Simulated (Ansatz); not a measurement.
Molecule: sum formula Si₂N₂H₇, charge -1, multiplicity 1. It need not be the lowest isomer of its formula. Whether it binds its extra electron was not tested at this geometry. 
Geometry from a B3LYP-D3(BJ)/def2-TZVP (Ansatz, a first-principles code) optimisation:
```
N
Si 1 1.6372
Si 1 1.6386 2 151.34
N 2 1.7826 1 118.85 3 -91.31
H 4 1.0152 2 111.73 1 -57.03
H 4 1.0152 5 106.24 2 -122.17
H 2 1.5050 1 112.94 3 150.91
H 2 1.5099 7 105.49 4 -104.57
H 3 1.5113 1 114.77 2 -144.31
H 3 1.5150 9 101.95 1 126.22
H 3 1.5165 9 102.30 10 105.30
```
Charge -1, spin multiplicity 1.

Parts of the frozen-core correlation energy in aug-cc-pV(D+d)Z (Ansatz, hartree). Frozen orbitals: 12; correlated occupied orbitals by spin: 13 and 13; virtual: 148 and 148. Spin-orbit coupling is left out. No relativistic terms.

```
term                            value
-------------------------  ----------
reference (HF)             -690.93771
MP2 opposite-spin                   …
MP2 same-spin                       …
CCSD correlation                    …
(T)                          -0.02209
T1 diagnostic                   0.014
largest doubles amplitude       0.012
```

Problem. Fill in the missing entries.

Solution. 
- MP2 opposite-spin, value: -0.46071
- MP2 same-spin, value: -0.13513
- CCSD correlation, value: -0.64594
